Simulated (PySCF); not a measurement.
# Dipole response of Ga²⁺ (gallium, charge +2)

[Ar] 3d10 4s1, 2S determinant. Computed with PySCF 2.14 in aug-cc-pVQZ-DK, with scalar relativity by spin-free X2C-1e. Coupled (time-dependent) response in atomic units; α is the mean over directions.

```csv
method,mean α (bohr³),C₆ (like pair),S(−4)
UHF,12.09,36.70,135.9
PBE,9.336,27.45,72.05
PBE0,9.888,29.13,83.56
BHandHLYP,9.881,28.75,84.98
```

S(−4) is the Cauchy moment in α(ω) = α(0) + S(−4) ω² + …

α(iu) at PBE:

```
u (hartree)  α(iu) (bohr³)
          0          9.336
     0.0500          9.160
      0.100          8.675
      0.200          7.217
      0.300          5.746
      0.500          3.722
      0.750          2.444
       1.00          1.781
       1.50          1.122
       2.00         0.7930
       3.00         0.4631
       5.00         0.2116
```

For an ion, C₆ is the dispersion term alone; charge-induced terms of lower order in 1/R come first.
